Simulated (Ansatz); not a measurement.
`CC(C)[Si](F)(C(C)C)C(C)C`, 32 atoms. Charge 0, multiplicity 1. Hardware: A = 11 threads of an AMD EPYC 7R13 on a shared host and a whole NVIDIA H100 80 GB; B = 11 threads of an AMD EPYC 7R13 on a shared host. Correlated methods freeze the cores.

(1) Give the basis size and wall time and peak host memory of each of these runs in Ansatz. RKS PBE0-D4/def2-SVP energy [B]; RKS PBE0-D4/def2-QZVPP energy [A]; RHF-CCSD(T)/def2-TZVPP energy [A]; RHF-MP2/def2-QZVPP energy [A]; RKS PBE-QIDH (frozen core)/def2-TZVPP energy [A]; RKS ωB97M-V/def2-QZVPP energy [A]; RKS revPBE-D4/def2-TZVPP energy [A]; RKS PBE0-D4/def2-TZVP relaxation (5 steps) [A]; RHF-CCSD(T)/def2-SVP energy [A]; RKS ωB97M-V/def2-SVP energy [B]; RKS r2SCAN-D4/def2-TZVPP energy and forces [A]; RKS SPW92 (LDA)/def2-TZVPP energy [A]. (An estimate is asked.)

## Answers

(1) The calculation gave: Other jobs shared the machine, so times are rough.

| level | job | functions | wall time | peak host memory (GiB) |
| --- | --- | --- | --- | --- |
| RKS SPW92 (LDA)/def2-TZVPP | energy [A] | 646 | 2.2 s | 1.2 |
| RKS revPBE-D4/def2-TZVPP | energy [A] | 646 | 2.3 s | 1.2 |
| RKS r2SCAN-D4/def2-TZVPP | energy and forces [A] | 646 | 2.9 s | 1.3 |
| RKS PBE0-D4/def2-SVP | energy [B] | 263 | 3 s | 1.6 |
| RKS PBE-QIDH (frozen core)/def2-TZVPP | energy [A] | 646 | 4.1 s | 4.4 |
| RKS PBE0-D4/def2-QZVPP | energy [A] | 1270 | 4.4 s | 2 |
| RHF-CCSD(T)/def2-SVP | energy [A] | 263 | 5.5 s | 0.88 |
| RKS ωB97M-V/def2-QZVPP | energy [A] | 1270 | 7 s | 2.1 |
| RHF-MP2/def2-QZVPP | energy [A] | 1270 | 7.5 s | 2.2 |
| RKS ωB97M-V/def2-SVP | energy [B] | 263 | 8 s | 2 |
| RKS PBE0-D4/def2-TZVP | relaxation (5 steps) [A] | 473 | 9 s | 1.3 |
| RHF-CCSD(T)/def2-TZVPP | energy [A] | 646 | 98 s | 4.2 |
